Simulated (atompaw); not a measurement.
## u(r) = r·R(r): atom against pseudo-atom (Ba)

Columns: radius, all-electron u(r) and pseudo u(r) of the 6p shell (level -1.28 eV) of barium in the configuration [Kr] 4d10 5s2 5p6 5d0 6s2 6p0; LDA (PW92), scalar-relativistic, PAW (atompaw) scheme, atompaw 4.2.0.5.

```
r (bohr)  all-electron   pseudo
   0.115       -0.0047  -0.0002
   0.231       -0.0710  -0.0008
   0.346        0.0119  -0.0019
   0.462        0.0924  -0.0033
   0.577        0.1106  -0.0050
   0.692        0.0775  -0.0071
   0.808        0.0183  -0.0095
   0.923       -0.0454  -0.0121
   1.038       -0.1018  -0.0147
   1.154       -0.1457  -0.0174
   1.269       -0.1745  -0.0198
   1.385       -0.1892  -0.0218
   1.500       -0.1912  -0.0231
   1.615       -0.1828  -0.0234
   1.731       -0.1659  -0.0223
   1.846       -0.1426  -0.0192
   1.962       -0.1144  -0.0137
   2.077       -0.0832  -0.0054
   2.192       -0.0499   0.0064
   2.308       -0.0153   0.0221
   2.423        0.0193   0.0416
   2.538        0.0536   0.0650
   2.654        0.0875   0.0920
   2.769        0.1200   0.1211
   2.885        0.1514   0.1515
   3.000        0.1810   0.1810
```

Task: How many radial nodes do the two functions have?

Result: The all-electron 6p function has n − l − 1 = 4 (the table is too coarse to show those close to the nucleus); the pseudo-wave has 1, since 1 lower shell of the same l stays in the valence.

Task: Is the pseudo-wave norm-conserving?

Result: No, it belongs to a PAW set: the norm inside the radius is not constrained, and the difference is carried by the augmentation charge.
